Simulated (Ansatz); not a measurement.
Program: Ansatz. Geometries: PBE0-D4/def2-TZVP. ΔE: electronic, gas phase. CCSD(T)/CBS adds triple-zeta CCSD(T) − MP2 to the extrapolated MP2 energy (def2 sets, frozen cores). This one scheme is used for every species. Functionals use def2-TZVPP. B3LYP here is the variant with VWN-RPA as its local correlation; programs differ in this. HSE06 is defined as in plane-wave codes. One conformer a species, not always the lowest.

Consider the ligand exchange at the Si–O bond: `C[SiH2][SiH2]O` + H₂S → `C[SiH2][SiH2]S` + H₂O.

```tsv
level	ΔE (kcal/mol)	difference from CCSD(T)/CBS
LDA (SPW92)	3.3	-0.4
PBE-D4	2.0	-1.7
revPBE-D4	1.5	-2.2
r2SCAN-D4	4.2	0.5
PBE0-D4	2.2	-1.5
B3LYP-D4	5.0	1.3
r2SCANh-D4	4.0	0.3
r2SCAN0-D4	3.9	0.2
HSE06-D4	2.2	-1.5
BHLYP-D4	5.6	1.9
CAM-B3LYP-D4	6.6	2.9
ωB97X-V	5.0	1.3
B2PLYP	6.0	2.3
PBE-QIDH	3.5	-0.2
PBE	3.0	-0.7
revPBE	3.1	-0.6
BLYP	6.8	3.1
r2SCAN	4.4	0.7
PBE0	3.2	-0.5
B3LYP	6.6	2.9
r2SCANh	4.3	0.6
r2SCAN0	4.2	0.5
HSE06	3.1	-0.6
BHLYP	7.3	3.6
CAM-B3LYP	7.6	3.9
LC-ωPBE	4.6	0.9
RPA@PBE/def2-TZVPP	5.8	2.1
HF/def2-SVP	6.7	3.0
MP2/def2-SVP	4.2	0.5
CCSD/def2-SVP	5.0	1.3
CCSD(T)/def2-SVP	4.6	0.9
HF/def2-TZVPP	8.7	5.0
MP2/def2-TZVPP	4.0	0.3
SCS-MP2/def2-TZVPP	5.6	1.9
CCSD(T)/def2-TZVPP	4.9	1.2
HF/def2-QZVPP	8.9	5.2
MP2/def2-QZVPP	3.4	-0.3
HF/CBS(def2)	9.0	5.3
MP2/CBS(def2)	2.8	-0.9
CCSD/CBS(def2)	4.5	0.8
CCSD(T)/CBS	3.7	0
```

Largest T1 diagnostic among the species: 0.012.

At CCSD(T), def2-SVP lies +0.9 kcal/mol from the extrapolated value and def2-TZVPP +1.2 kcal/mol. Leaving LDA and LC-ωPBE aside and taking each functional with its dispersion term where it has one, the values spread over 5.1 kcal/mol, from revPBE-D4 to CAM-B3LYP-D4.
